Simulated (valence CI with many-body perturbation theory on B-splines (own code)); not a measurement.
**Energy levels of Os³⁺**

Calculated by valence CI with perturbative core correlation (CI+MBPT): five valence electrons over a frozen Dirac-Fock core [Xe] 4f14, radial functions for each j: 7 s, 7 p, 8 d, 6 f, 4 g, 1 h, with the one-electron correlation potential Σ1 (screened to all orders), the two-electron term Σ2, the three-electron term Σ3, Breit, model QED; selected single and double excitations, second order for the rest, scaled by the run's own slope (own B-spline code, finite nucleus).

No measured spectrum was set against this ion. As an estimate, terms of the open shell hold to 2 to 4 % of their energy, and close levels can change places; different configurations can be misplaced against each other by 1,000 to 8,000 cm⁻¹. Among the levels kept, up to 2800 cm⁻¹ of a level comes from second order outside the variational space, and about a tenth of that is noise between levels of different J, which matters for small intervals. Only levels of the ground parity were solved; by the run's estimate the other parity begins above the list, which can be wrong where configurations are misplaced.

Levels 1 to 32 of 32, with energies above the lowest level, 5d5 6S_5/2. "Leading %" is the weight of the configuration and term that name the level; weights of strongly mixed levels are sums over their largest components and can fall short, so below about 35 % the name and the second component can differ from the true leading terms, or belong to a minority configuration. In the jj column 3d3/2^4 stands for four electrons in 3d with j = 3/2. Lifetimes count E1, E2, E3, M1 and M2 decay at the calculated energies, and are blank where another channel may lead or the interval is too uncertain; long ones can be off by a factor of two.

```tsv
No.	Configuration	Term	J	E (cm⁻¹)	Leading %	Lifetime	Second component	Leading jj
1	5d5	6S	5/2	0.0	87		10 % 5d5 4P	5d3/2^3 5d5/2^2 (40 %)
2	5d5	4G	5/2	16450	33	78.1 ms	19 % 5d5 2F	5d3/2^4 5d5/2 (66 %)
3	5d5	4G	7/2	20464	69	516 ms	11 % 5d5 4D	5d3/2^3 5d5/2^2 (79 %)
4	5d5	4D	3/2	21077	46	43.3 ms	43 % 5d5 4P	5d3/2^3 5d5/2^2 (80 %)
5	5d5	4G	5/2	21567	40	54.5 ms	27 % 5d5 4D	5d3/2^3 5d5/2^2 (48 %)
6	5d5	4G	11/2	21591	81		13 % 5d5 2H	5d3/2^3 5d5/2^2 (64 %)
7	5d5	4G	9/2	22221	86	5.47 s	6 % 5d5 4F	5d3/2^2 5d5/2^3 (47 %)
8	5d5	4P	1/2	23361	58	1.59 s	32 % 5d5 4D	5d3/2^3 5d5/2^2 (51 %)
9	5d5	4D	7/2	26299	69	168 ms	19 % 5d5 4G	5d3/2^2 5d5/2^3 (76 %)
10	5d5	4D	5/2	27996	35	45.2 ms	30 % 5d5 2D	5d3/2^3 5d5/2^2 (48 %)
11	5d5	4D	1/2	29267	62	100 ms	29 % 5d5 4P	5d3/2^2 5d5/2^3 (79 %)
12	5d5	4D	3/2	30431	41	46.8 ms	38 % 5d5 4P	5d3/2^2 5d5/2^3 (61 %)
13	5d5	2I	11/2	31035	74	138 ms	13 % 5d5 2H	5d3/2^2 5d5/2^3 (70 %)
14	5d5	2F	7/2	33135	36	235 ms	31 % 5d5 4F	5d3/2^3 5d5/2^2 (71 %)
15	5d5	4F	3/2	33576	48	33.2 ms	37 % 5d5 2D	5d3/2^2 5d5/2^3 (62 %)
16	5d5	2G	9/2	33828	48	139 ms	30 % 5d5 4F	5d3/2^2 5d5/2^3 (48 %)
17	5d5	2I	13/2	33951	98	858 ms		5d3/2^2 5d5/2^3 (98 %)
18	5d5	2F	5/2	34479	34	22.3 ms	19 % 5d5 4F	5d3/2^2 5d5/2^3 (45 %)
19	5d5	4F	5/2	38682	45	30.4 ms	26 % 5d5 2F	5d3/2^2 5d5/2^3 (59 %)
20	5d5	2H	9/2	39637	50	30.5 ms	43 % 5d5 4F	5d3/2^2 5d5/2^3 (95 %)
21	5d5	2F	7/2	39676	40	79.2 ms	39 % 5d5 2G	5d3/2^2 5d5/2^3 (75 %)
22	5d5	2F	5/2	41543	47	29.1 ms	22 % 5d5 2D	5d3/2^2 5d5/2^3 (55 %)
23	5d5	2D	3/2	41960	46	42.6 ms	42 % 5d5 4F	5d3/2 5d5/2^4 (57 %)
24	5d5	2F	7/2	42737	55	32.6 ms	34 % 5d5 2G	5d3/2^2 5d5/2^3 (47 %)
25	5d4.6s	6D	1/2	44050	73		15 % 5d4.6s 4P	5d3/2^4 6s (44 %)
26	5d5	4F	7/2	45205	42	31.5 ms	39 % 5d5 2F	5d3/2 5d5/2^4 (64 %)
27	5d5	2S	1/2	45642	75		6 % 5d4.6s 6D	5d3/2^3 5d5/2^2 (30 %)
28	5d5	2H	11/2	46462	72	20.0 ms	20 % 5d5 2I	5d3/2 5d5/2^4 (89 %)
29	5d5	2G	9/2	46728	44	49.3 ms	33 % 5d5 2H	5d3/2 5d5/2^4 (63 %)
30	5d4.6s	6D	3/2	46901	87	15.1 ms	9 % 5d4.6s 4P	5d3/2^3 5d5/2 6s (68 %)
31	5d4.6s	6D	5/2	49834	92	12.1 ms		5d3/2^2 5d5/2^2 6s (61 %)
32	5d5	2D	5/2	51128	44		38 % 5d5 2F	5d5/2^5 (50 %)
```

Names give the largest LS component (configuration and term), which can be under half, so a name can repeat, a term be missing and a line seem to break the LS rules; names also repeat where a configuration has a term twice.

The ionisation energy to 5d4 5D_0 of the next ion comes out as 41.541 eV (NIST: 41 ± 1.7 eV (theoretical)). All 32 levels together are meant to be complete up to 51865 cm⁻¹.
